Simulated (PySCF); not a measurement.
Al(AsH2)2(H) (AlAs2H5), SMILES [AsH2][AlH][AsH2]. Atoms are numbered in the order given.

```xyz
8

Al     0.0000     0.0000    -0.9950
As     2.1265     0.0614     0.2136
H      2.6694    -1.1124    -0.6063
H      1.5813    -0.8462     1.3182
As    -2.1265    -0.0614     0.2136
H     -2.6694     1.1124    -0.6063
H     -1.5813     0.8462     1.3182
H      0.0000     0.0000    -2.5833
```
Charge 0, spin multiplicity 1.

Geometry optimised at B3LYP-D3(BJ)/def2-SVP. The structure was generated by enumeration; whether it is a known compound was not checked.

All values below come from PBE/def2-TZVPD in PySCF.

Symmetry labels are those of the subgroup C2 that the program uses (full group C2).

Computed valence orbital energies around the gap with their symmetry:
| orbital | symmetry | energy (eV) |
|---|---|---|
| HOMO−7 | B | -15.35 |
| HOMO−6 | A | -9.70 |
| HOMO−5 | A | -9.24 |
| HOMO−4 | B | -9.01 |
| HOMO−3 | B | -7.78 |
| HOMO−2 | A | -7.44 |
| HOMO−1 | A | -6.51 |
| HOMO | B | -5.95 |
| LUMO | B | -2.42 |
| LUMO+1 | A | -1.23 |
| LUMO+2 | B | -0.96 |
| LUMO+3 | A | -0.83 |
